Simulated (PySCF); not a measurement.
F3Ti (SMILES [F][Ti]([F])[F]), doublet, at a GFN2-xTB geometry (such geometries of metal compounds can be far from the true shape); DF-R2SCAN/6-31G* (PySCF).

PySCF was given this input:
```python
from pyscf import gto, scf, dft

mol = gto.M(
    atom='''
Ti    0.000000   -0.000000   -0.000000
F    -1.448907   -0.873064    0.071654
F     0.020423    1.552420   -0.675486
F     1.428485   -0.679356    0.603833
''',
    basis='6-31g*',
    charge=0,
    spin=1,
    verbose=4,
)

mf = dft.UKS(mol)
mf.xc = 'r2scan'
mf = mf.density_fit(auxbasis='def2-universal-jkfit')
mf.kernel()
```

Question: Predict the main parts of the log of this PySCF run.

Answer: 
```
PySCF version 2.14.0

[INPUT] verbose = 4
[INPUT] num. atoms = 4
[INPUT] num. electrons = 49
[INPUT] charge = 0
[INPUT] spin (= nelec alpha-beta = 2S) = 1
[INPUT] symmetry False subgroup None
[INPUT] Mole.unit = angstrom
[INPUT] Symbol           X                Y                Z      unit          X                Y                Z       unit  Magmom
[INPUT]  1 Ti     0.000000000000   0.000000000000   0.000000000000 AA    0.000000000000   0.000000000000   0.000000000000 Bohr   0.0
[INPUT]  2 F     -1.448907000000  -0.873064000000   0.071654000000 AA   -2.738037409965  -1.649851849217   0.135406435730 Bohr   0.0
[INPUT]  3 F      0.020423000000   1.552420000000  -0.675486000000 AA    0.038593876642   2.933648630297  -1.276483540978 Bohr   0.0
[INPUT]  4 F      1.428485000000  -0.679356000000   0.603833000000 AA    2.699445423049  -1.283796781080   1.141078994974 Bohr   0.0

nuclear repulsion = 229.498952644584
number of shells = 30
number of NR pGTOs = 178
number of NR cGTOs = 76
basis = 6-31g*
ecp = {}

******** <class 'pyscf.df.df_jk.DFUKS'> ********
method = DFUKS
initial guess = minao
damping factor = 0
level_shift factor = 0
DIIS = <class 'pyscf.scf.diis.CDIIS'>
diis_start_cycle = 1
diis_space = 8
diis_damp = 0
SCF conv_tol = 1e-09
SCF conv_tol_grad = None
SCF max_cycles = 50
direct_scf = False
number electrons alpha = 25  beta = 24
XC library pyscf.dft.libxc version 7.1.2
    S. Lehtola, C. Steigemann, M. J. T. Oliveira, and M. A. L. Marques,  SoftwareX 7, 1–5 (2018)
XC functionals = r2scan
    J. W. Furness, A. D. Kaplan, J. Ning, J. P. Perdew, and J. Sun,  J. Phys. Chem. Lett. 11, 8208–8215 (2020)
    J. W. Furness, A. D. Kaplan, J. Ning, J. P. Perdew, and J. Sun,  J. Phys. Chem. Lett. 11, 9248–9248 (2020)
    J. W. Furness, A. D. Kaplan, J. Ning, J. P. Perdew, and J. Sun,  J. Phys. Chem. Lett. 11, 8208–8215 (2020)
    J. W. Furness, A. D. Kaplan, J. Ning, J. P. Perdew, and J. Sun,  J. Phys. Chem. Lett. 11, 9248–9248 (2020)
radial grids:
    Treutler-Ahlrichs [JCP 102, 346 (1995); DOI:10.1063/1.469408] (M4) radial grids

becke partition: Becke, JCP 88, 2547 (1988); DOI:10.1063/1.454033
pruning grids: <function nwchem_prune>
grids dens level: 3
symmetrized grids: False
atomic radii adjust function: <function treutler_atomic_radii_adjust>
small_rho_cutoff = 0
Set gradient conv threshold to 3.16228e-05
tot grids = 63696
init E= -1148.87087947895

cycle= 1 E= -1148.73239636909  delta_E= 0.138  |g|= 0.825  |ddm|= 1.52
cycle= 2 E= -1142.28307639544  delta_E= 6.45  |g|= 4.74  |ddm|= 2.12
cycle= 3 E= -1148.90427019739  delta_E= -6.62  |g|= 0.456  |ddm|=  1.7
cycle= 4 E= -1148.95710708322  delta_E= -0.0528  |g|= 0.157  |ddm|= 0.325
cycle= 5 E= -1148.96869502573  delta_E= -0.0116  |g|= 0.0134  |ddm|= 0.0986
cycle= 6 E= -1148.96878253037  delta_E= -8.75e-05  |g|= 0.00106  |ddm|= 0.0111
cycle= 7 E= -1148.96878301728  delta_E= -4.87e-07  |g|= 0.000563  |ddm|= 0.0014
cycle= 8 E= -1148.96878306273  delta_E= -4.55e-08  |g|= 0.000497  |ddm|= 0.000574
cycle= 9 E= -1148.9687831561  delta_E= -9.34e-08  |g|= 6.98e-05  |ddm|= 0.000341
cycle= 10 E= -1148.96878315869  delta_E= -2.6e-09  |g|= 1.38e-05  |ddm|= 7.14e-05
cycle= 11 E= -1148.9687831588  delta_E= -1.05e-10  |g|= 2.49e-06  |ddm|= 1.39e-05
Extra cycle  E= -1148.96878315879  delta_E= 7.96e-12  |g|= 4.8e-06  |ddm|= 5.65e-06
converged SCF energy = -1148.96878315879  <S^2> = 0.75268817  2S+1 = 2.0026864
```
